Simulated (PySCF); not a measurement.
GeH6P2, SMILES [PH2][GeH2][PH2]. Coordinates come from a PBE-D3(BJ)/def2-SVP optimisation. The structure was generated by enumeration, and PubChem lists no compound with its InChIKey, so it may never have been made. The values are those of a single conformer.

Method: PBE-D3(BJ)/def2-SVP in PySCF.

Harmonic wavenumbers (cm⁻¹): 107, 108, 133, 320, 324, 359, 531, 555, 664, 717, 740, 766, 822, 1046, 1050, 2060, 2073, 2309, 2311, 2327, 2329. Rotational constants (GHz): 7.108, 1.887, 1.561; symmetry number 2.

Work out the zero-point energy and the ideal-gas rigid-rotor harmonic-oscillator thermochemistry at 298.15 K and 1 atm.

ZPE = ½ Σ hcν = ½ × 21652 cm⁻¹ = 30.95 kcal/mol. H − E(el) = 35.96 kcal/mol. Entropy in cal/(mol K): translation 40.73, rotation 25.75, vibration 15.85, total 82.34. G − E(el) = 11.41 kcal/mol. Cp = 25.35 cal/(mol K). Modes under 150 cm⁻¹ make the vibrational entropy uncertain.
